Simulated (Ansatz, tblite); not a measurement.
Removing an electron: the cluster Pd₂O₂⁻ (the lowest doublet isomer of a short search). The state is a doublet with charge -1. Geometry: r2SCAN-D4/def2-TZVPD. Ansatz, gas phase; energy differences of separate SCF runs; the oxidised species is a triplet (the singlet lies 0.62 eV higher at PBE0-D4/def2-TZVPD).

```xyz
4

Pd   -1.1335    0.3405    0.3993
Pd    1.1332   -0.3405   -0.3991
O     0.6199    1.1485    0.7798
O    -0.6196   -1.1485   -0.7800
```

In the def2 sets Pd takes a core potential; there is no spin–orbit coupling. The xTB rows come from tblite. The structure comes from a short search, and lower isomers may exist.

| level | −HOMO (eV) | vertical IE (eV) | −LUMO (eV) | HOMO–LUMO gap (eV) | remarks |
| --- | --- | --- | --- | --- | --- |
| GFN2-xTB | – | 6.72 | – | – | – |
| r2SCAN-D4/def2-TZVPD | -0.32 | 2.21 | -0.84 | 0.52 | HOMO above zero (-1 doublet) |

(1) Estimate the rows for GFN1-xTB, PBE-D4/def2-TZVPD.

Answers

(1) 
| level | −HOMO (eV) | vertical IE (eV) | −LUMO (eV) | HOMO–LUMO gap (eV) | remarks |
| --- | --- | --- | --- | --- | --- |
| GFN1-xTB | – | 7.99 | – | – | – |
| PBE-D4/def2-TZVPD | -0.39 | 2.25 | -0.69 | 0.29 | HOMO above zero (-1 doublet) |

Run but left out: PBE0-D4/def2-TZVPD (doublet: ⟨S²⟩ 1.26, where a pure state has 0.75).  A HOMO above zero means that the electron is unbound at that level or that self-interaction error raises the level; the energy of removing that electron tells which. HOMO and LUMO are the levels of the spin that leaves or enters (xTB has no such levels and no spin-polarisation term). Other spin states of the ions may lie lower, which would lower the ionisation energy or raise the affinity. Raw xTB energy differences between charge states are shifted by several eV; the methods need an empirical correction for them.
